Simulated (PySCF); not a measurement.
# MgTe⁻ at UHF-MP2

Computed with UHF-MP2; basis Mg aug-cc-pVDZ, Te aug-cc-pVDZ-PP with ECP28; scalar-relativistic core potentials; PySCF 2.14.

```json
{"state": "²Σ⁺ (doublet), unpaired electrons σ ↑", "bond length": "2.567 Å", "harmonic wavenumber": "339 cm⁻¹", "force constant": "1.37 mdyn/Å", "rotational constant Be": "0.1263 cm⁻¹", "anharmonicity ωexe": "0.495 cm⁻¹", "vibration–rotation constant αe": "0.000497 cm⁻¹"}
```

Correlated steps freeze 5 core orbitals. These are scalar-relativistic numbers at best; spin–orbit coupling would shift them, the dissociation energy most. The state was picked by a PBE0 search and need not be the measured ground state.
